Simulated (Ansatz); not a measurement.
Reaction (atomization): `[GeH3][c]1ccccc1` → 6 C• + Ge• + 8 H•

Calculated with Ansatz (gas phase, PBE0-D4/def2-TZVP geometries, no zero-point term in ΔE). CBS: MP2 limit from def2 TZ/QZ plus the TZ coupled-cluster correction, frozen cores. This one scheme is used for every species, atoms too. DFT in def2-TZVPP. No spin–orbit coupling; open shells (•) take unrestricted orbitals. Spin–orbit coupling would lower the free atoms: a little for C; clearly for Ge. For Ge outer-core shells are correlated without core-valence functions, so the limit isn't a true one: a few kJ/mol of doubt a bond, and 10 to 20 or more in all where bonds break to atoms. Scalar relativity is left out up to krypton.

Task: What is ΔE at CCSD(T)/CBS? (An estimate is asked.)

Result: The calculation gave: +6465.0 kJ/mol.

Task: What do these levels give: CAM-B3LYP-D4, r2SCAN, r2SCANh, r2SCAN0, CCSD/def2-SVP, HF/def2-TZVPP? (Best estimate.)

Result: Computed: CAM-B3LYP-D4 6496.4, r2SCAN 6509.6, r2SCANh 6473.3, r2SCAN0 6421.2, CCSD/def2-SVP 6137.9, HF/def2-TZVPP 4813.7 kJ/mol.

Largest T1 diagnostic among the species: 0.011.

From BLYP to BHLYP (50 % exact exchange), in def2-TZVPP and without D4, ΔE moves by −120.7 kJ/mol: exact exchange takes away binding that semilocal exchange gives to molecules. At CCSD(T), def2-SVP lies −239.4 kJ/mol from the extrapolated value and def2-TZVPP −136.1 kJ/mol: correlation converges slowly with the basis, and small sets miss more of it in the bonded molecule than in its fragments. The D4 term adds +66.1 kJ/mol with B3LYP and +34.9 kJ/mol with PBE0; it sums over pairs of atoms, weighted by their polarisabilities, and B3LYP, whose exchange is more repulsive, gets the larger term.

B3LYP here is the variant with VWN-RPA as its local correlation; programs differ in this.

For atomizations the MP2-based limit and the directly extrapolated one differ by several kJ/mol either way, and by 10 to 25 for some Ge, Se and Sn compounds, so smaller differences from it don't rank the levels.
